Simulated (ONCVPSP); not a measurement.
# Ranking ONCV potentials for Ca

All share these settings but for the change named:

```
Element                 : Ca (Z = 20)
Generator               : ONCVPSP 4.0.1
Type                    : optimised norm-conserving Vanderbilt (ONCV)
Functional              : LDA (Perdew-Wang 92)
Relativity              : scalar-relativistic
Frozen core             : [Ne]
Valence charge          : 10
Reference configuration : 3s2 3p6 4s2
Partial waves           : 3s+4s: rc 1.65 bohr, ncon 5, nbas 8, qcut 6.7 1/bohr, 2 projectors; 3p: rc 1.70 bohr, ncon 4, nbas 7, qcut 10.1 1/bohr, 2 projectors, debl 3 Ha; d scattering state at 0.2 Ha: rc 1.40 bohr, ncon 5, nbas 9, qcut 8.2 1/bohr, 1 projector; f scattering state at 0.25 Ha: rc 1.80 bohr, ncon 4, nbas 7, qcut 7 1/bohr, 2 projectors, debl 1.7 Ha
Local potential         : polynomial inside 1.10 bohr (lpopt 3, dvloc0 6 Ha)
Core correction         : Teter function fitted to the true core (icmod 2), fcfact 0.4
```

In the d channel the program set the typed energies aside and used 0.050 Ha.

Test errors are all-electron minus pseudo excitation energies from the reference, over 3s2 3p6 4s1; 3s2 3p6 4s0; 3s2 3p6 4s1.5; 3s2 3p6 3d1 4s0. None of these files shows a bound ghost.

The base gives 0.9 meV.

Of 10 variants that were run, those that failed, showed a ghost or another fault, or gave nearly equal values are left out.

A variant can come out equal or close to the base, since the largest error may sit in a test that the change hardly touches while other tests move.

Q: Rank these variants by their largest absolute test error, smallest first.
A. local potential polynomial inside 1.10 bohr (lpopt 3, dvloc0 2 Ha)
B. local potential polynomial inside 1.10 bohr (lpopt 3, dvloc0 0 Ha)
C. local potential polynomial inside 1.10 bohr (lpopt 3, dvloc0 6.5 Ha)

A: C (0.9 meV), A (1.1 meV), B (1.3 meV).
